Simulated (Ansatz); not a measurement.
**Energy profile**

The step: BH₃S ([BH2][SH]) + AsH₃ → BAsH₄ ([BH2][AsH2]) + H₂S; bonds formed: S2–H5; bonds broken: H5–As6 (atoms numbered as in the saddle structure below).

```json
{"atom": "B1", "x (Å)": "-0.6297", "y (Å)": "-0.1736", "z (Å)": "-0.6724"}
{"atom": "S2", "x (Å)": "0.4357", "y (Å)": "1.5584", "z (Å)": "-0.9496"}
{"atom": "H3", "x (Å)": "-0.2504", "y (Å)": "-0.9655", "z (Å)": "-1.4795"}
{"atom": "H4", "x (Å)": "-1.7569", "y (Å)": "0.2226", "z (Å)": "-0.6698"}
{"atom": "H5", "x (Å)": "0.2420", "y (Å)": "0.5511", "z (Å)": "0.2258"}
{"atom": "As6", "x (Å)": "-0.3576", "y (Å)": "-1.1114", "z (Å)": "1.2326"}
{"atom": "H7", "x (Å)": "1.6228", "y (Å)": "0.9858", "z (Å)": "-1.2090"}
{"atom": "H8", "x (Å)": "-0.4692", "y (Å)": "0.0715", "z (Å)": "2.1870"}
{"atom": "H9", "x (Å)": "1.1631", "y (Å)": "-1.1390", "z (Å)": "1.3347"}
```

Electronic energies by CCSD(T) at an estimated basis limit (MP2 extrapolated from triple and quadruple zeta, plus CCSD(T) − MP2 in triple zeta), on PBE0-D4/def2-TZVP structures; BAsH6S, closed shell; no counterpoise correction. Ansatz 0.2.0; basis: def2-TZVPP and def2-QZVPP; cores frozen in the correlated methods. Filled d shells of the heavier atoms are correlated. The def2 sets are not built for correlating such inner shells, so the correlated values are less sure here. Extrapolation: Hartree–Fock as exp(−7.88 √X), correlation as X^−2.97.

**Question.** Give the profile in kcal/mol, counted from the separated reactants. (Judge from chemistry; the value comes from the calculation.)

**Answer.** By the calculation:
| point | kcal/mol |
| --- | --- |
| separated: BH3S (linked as [BH2][SH]; B1, S2, H3, H4, H7; singlet) + AsH3 (H5, As6, H8, H9; singlet) | 0.00 |
| start structure | -3.15 |
| saddle | 22.77 |
| end structure | 5.08 |
| separated: BAsH4 (linked as [BH2][AsH2]; B1, H3, H4, As6, H8, H9; singlet) + H2S (S2, H5, H7; singlet) | 17.77 |

T1 diagnostic: at most 0.015.

For scale, one of the runs: CCSD(T)/def2-TZVPP, 205 basis functions, launched by `ansatz run in.yaml --threads 4 --pin off --events-out ev --progress --plain --max-ram 9574MiB`. Time: 63 s of wall clock on 4 CPU threads of an Arm Neoverse V1; the host was shared. Peak host memory: 2.5 GiB.
